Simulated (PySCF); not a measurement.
**GaH₂ + F₂ → GaHF + HF**

Level: PBE0 in the def2-TZVP basis family, all electrons, no relativity, computed in PySCF with density fitting; open shells unrestricted.

| species | state and structure | E (Eh) | ZPE (kJ/mol) | H(298 K) − H(0) (kJ/mol) | S° (J/(mol K)) |
| --- | --- | --- | --- | --- | --- |
| GaH₂ | doublet, C2v, Ga–H 1.593 Å (×2); H–Ga–H 120.5° | -1925.73003 | 26.4 | 10.2 | 224.9 |
| F₂ | singlet, D∞h, F–F 1.376 Å | -199.40856 | 6.6 | 8.7 | 201.9 |
| GaHF | doublet, Cs, Ga–F 1.767 Å, Ga–H 1.610 Å; F–Ga–H 114.1° | -2024.98784 | 17.3 | 10.8 | 258.6 |
| HF | singlet, C∞v, H–F 0.920 Å | -100.39188 | 24.9 | 8.7 | 173.6 |

(1) What is the electronic reaction energy?

(2) Add zero-point, thermal and entropy terms for 298.15 K and 1 bar.

## Answers

(1) At PBE0/def2-TZVP, ΔE = -633.1 kJ/mol from the differences of the total energies times 2625.5, downhill. 

(2) ΔZPE = 9.2 and Δ[H(298) − H(0)] = 0.6 kJ/mol give ΔH° = -623.3 kJ/mol. ΔS° = 5.4 J/(mol K), so ΔG° = -623.3 − 298.15 × (0.0054) = -625 kJ/mol.

The structures come from searches over a few start shapes, so lower isomers are not excluded.
